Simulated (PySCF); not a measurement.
Gas-phase reaction: H₃SiGeH₃ = GeH₂ + SiH + 3 H

Energies from PySCF, thermal terms from the rigid-rotor harmonic-oscillator model, ideal gas at 1 bar. † marks an energy on the PBE0/def2-TZVP geometry and frequencies; other levels use their own. CCSD(T) freezes the core. 6-31G* has spherical d functions here. Open shells (unrestricted): SiH (multiplicity 2, electronic degeneracy 4), H (multiplicity 2); the rest are closed-shell singlets. Spin-orbit splitting is ignored; it lowers the true energy and changes the entropy of SiH. B3LYP is the form with VWN-RPA correlation. Ge: all electrons, no relativistic terms. GeH₂: computed as isolated molecules; such fragments, hydroxides, amides, oligomers or adducts are transient or little studied in the gas. CCSD(T) isn't extrapolated to the basis-set limit; its ΔH°(298 K) is 1112.7 kJ in def2-SVP and 1160.6 kJ in def2-TZVPP. The harmonic model lacks anharmonicity and excited electronic states, which grow with temperature; levels with a mode under 35 cm⁻¹ are left out. Internal rotation in H₃SiGeH₃ is treated as a harmonic vibration of one conformer, which makes the entropy rough. Warning, large T1 diagnostic: SiH (CCSD(T)/def2-TZVPP†).

| level | ΔE electronic, kJ | ΔH°(298 K), kJ | ΔS°(298 K), J/K | ΔG°(1800 K), kJ |
|---|---|---|---|---|
| B3LYP/6-31G* | 1194 | 1131 | 470 | 256 |
| B3LYP/def2-TZVP† | 1201 | 1138 | 470 | 263 |
| CCSD(T)/def2-TZVPP† | 1223 | 1161 | 470 | 286 |
| HF/6-31G* | 995 | 927 | 473 | 41 |
| M06-2X/def2-TZVP† | 1206 | 1143 | 470 | 268 |
| PBE/def2-TZVP† | 1197 | 1135 | 470 | 260 |
| PBE0/def2-QZVP† | 1215 | 1152 | 470 | 277 |
| PBE0/def2-TZVP | 1214 | 1152 | 470 | 277 |
| LDA/def2-TZVP† | 1345 | 1282 | 470 | 407 |
ΔH° is lowest at HF/6-31G* and highest at LDA/def2-TZVP†. No reference value is set beside these.
